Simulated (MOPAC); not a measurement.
Input file for MOPAC: PM3 on GeH4N2 (a complex).

```
PM3 1SCF PRECISE CHARGE=0 THREADS=1
GeH4N2

N     -0.44036939 1     0.51231994 1     0.14198750 1
N     -0.11509484 1     1.18972059 1    -0.64869821 1
Ge     0.10995682 1    -0.34119825 1     3.60034001 1
H      1.33432481 1     0.26690861 1     2.90035563 1
H      0.44345479 1    -0.59418716 1     5.07891686 1
H     -0.26102022 1    -1.66832171 1     2.92419083 1
H     -1.07136070 1     0.63474221 1     3.50304517 1
```

The log:

```
*******************************************************************************
 **                                                                           **
 **                              MOPAC v23.2.5                                **
 **                                                                           **
 *******************************************************************************
 ** MOPAC's Digital Object Identifier: https://doi.org/10.5281/zenodo.6511958 **
 **                                                                           **
 ** Please cite the open-source release paper for use of this MOPAC version:  **
 ** J. E. Moussa and J. J. P. Stewart (2026)                                  **
 ** MOPAC: An open-source semiempirical molecular orbital program             **
 ** J. Open Source Softw., 11(119), 8025, https://doi.org/10.21105/joss.08025 **
 *******************************************************************************

                              PM3 CALCULATION RESULTS

 *******************************************************************************
 *  PM3        - The PM3 Hamiltonian to be used
 *
 *
 *
 *                 CHARGE ON SYSTEM = 0
 *
 *
 *
 *  PRECISE    - TIGHTER CRITERIA TO BE USED
 *  1SCF       - DO 1 SCF AND THEN STOP
 *  THREADS=1  - MULTI-THREADING NOT USED
 *  T=         - A TIME OF 172800.0 SECONDS REQUESTED
 *  DUMP=N     - RESTART FILE WRITTEN EVERY 7200.0 SECONDS REQUESTED
 *******************************************************************************
PM3 1SCF PRECISE CHARGE=0 THREADS=1
 GeH4N2

   ATOM   CHEMICAL          X               Y               Z
  NUMBER   SYMBOL      (ANGSTROMS)     (ANGSTROMS)     (ANGSTROMS)

     1       N         -0.44036939  *   0.51231994  *   0.14198750  *
     2       N         -0.11509484  *   1.18972059  *  -0.64869821  *
     3      Ge          0.10995682  *  -0.34119825  *   3.60034001  *
     4       H          1.33432481  *   0.26690861  *   2.90035563  *
     5       H          0.44345479  *  -0.59418716  *   5.07891686  *
     6       H         -0.26102022  *  -1.66832171  *   2.92419083  *
     7       H         -1.07136070  *   0.63474221  *   3.50304517  *



          CARTESIAN COORDINATES

    NO.       ATOM           X           Y           Z

     1         N         -0.4404      0.5123      0.1420
     2         N         -0.1151      1.1897     -0.6487
     3        Ge          0.1100     -0.3412      3.6003
     4         H          1.3343      0.2669      2.9004
     5         H          0.4435     -0.5942      5.0789
     6         H         -0.2610     -1.6683      2.9242
     7         H         -1.0714      0.6347      3.5030

  H: (PM3): J. J. P. STEWART, J. COMP. CHEM. 10, 209 (1989).
  N: (PM3): J. J. P. STEWART, J. COMP. CHEM. 10, 209 (1989).
 Ge: (PM3): J. J. P. STEWART, J. COMP. CHEM. 12, 320-341 (1991).

           Empirical Formula: H4 N2 Ge  =     7 atoms



      MOLECULAR POINT GROUP   :   C1


      RHF CALCULATION, NO. OF DOUBLY OCCUPIED LEVELS = 9


 -------------------------------------------------------------------------------
 PM3 1SCF PRECISE CHARGE=0 THREADS=1
 GeH4N2



     1SCF WAS SPECIFIED, SO BFGS WAS NOT USED
     SCF FIELD WAS ACHIEVED


                              PM3 CALCULATION
                                                       MOPAC v23.2.5 Linux




          FINAL HEAT OF FORMATION =         51.81432 KCAL/MOL =     216.79114 KJ/MOL


          COSMO AREA              =        122.09 SQUARE ANGSTROMS
          COSMO VOLUME            =        105.17 CUBIC ANGSTROMS

          IONIZATION POTENTIAL    =         12.161118 EV
          HOMO LUMO ENERGIES (EV) =        -12.161  0.446
          NO. OF FILLED LEVELS    =          9
          MOLECULAR WEIGHT        =        104.6350         POINT GROUP:  C1

          MOLECULAR DIMENSIONS (Angstroms)

            Atom       Atom       Distance
            H     5    N     2     6.02494
            H     7    H     6     2.50062
            H     4    H     6     2.14360


          SCF CALCULATIONS        =          1





   ATOM   CHEMICAL          X               Y               Z
  NUMBER   SYMBOL      (ANGSTROMS)     (ANGSTROMS)     (ANGSTROMS)

     1       N         -0.44036939  *   0.51231994  *   0.14198750  *
     2       N         -0.11509484  *   1.18972059  *  -0.64869821  *
     3      Ge          0.10995682  *  -0.34119825  *   3.60034001  *
     4       H          1.33432481  *   0.26690861  *   2.90035563  *
     5       H          0.44345479  *  -0.59418716  *   5.07891686  *
     6       H         -0.26102022  *  -1.66832171  *   2.92419083  *
     7       H         -1.07136070  *   0.63474221  *   3.50304517  *

                             CARTESIAN COORDINATES

   1    N       -0.440369390     0.512319940     0.141987500
   2    N       -0.115094840     1.189720590    -0.648698210
   3   Ge        0.109956820    -0.341198250     3.600340010
   4    H        1.334324810     0.266908610     2.900355630
   5    H        0.443454790    -0.594187160     5.078916860
   6    H       -0.261020220    -1.668321710     2.924190830
   7    H       -1.071360700     0.634742210     3.503045170


           Empirical Formula: H4 N2 Ge  =     7 atoms



      MOLECULAR POINT GROUP   :   C1


                  EIGENVALUES
 -32.61816 -16.05523 -15.54329 -15.53254 -15.22794 -13.80066 -12.25411 -12.23941
 -12.16112   0.44571   0.46906   0.49162   0.66330   0.68545   3.71466   6.47450


              NET ATOMIC CHARGES AND DIPOLE CONTRIBUTIONS

  ATOM NO.   TYPE          CHARGE      No. of ELECS.   s-Pop       p-Pop
    1          N           0.001332        4.9987     1.77552     3.22315
    2          N          -0.001179        5.0012     1.77582     3.22536
    3         Ge           0.272527        3.7275     0.64747     3.08000
    4          H          -0.072199        1.0722     1.07220
    5          H          -0.070048        1.0700     1.07005
    6          H          -0.063433        1.0634     1.06343
    7          H          -0.067001        1.0670     1.06700
 DIPOLE           X         Y         Z       TOTAL
 POINT-CHG.    -0.046    -0.039    -0.015     0.062
 HYBRID         0.012     0.013    -0.006     0.018
 SUM           -0.034    -0.026    -0.021     0.048


          ATOMIC ORBITAL ELECTRON POPULATIONS

     Atom    s        px        py        pz
    1  N   1.77552   1.01996   1.08675   1.11644
    2  N   1.77582   1.02057   1.08694   1.11784
    3 Ge   0.64747   1.02477   1.03212   1.02311
    4  H   1.07220
    5  H   1.07005
    6  H   1.06343
    7  H   1.06700

 **********************
 *                    *
 * JOB ENDED NORMALLY *
 *                    *
 **********************




 == MOPAC DONE ==
```

The run finished.

Cost: about 0.03 core-seconds (a rough figure).
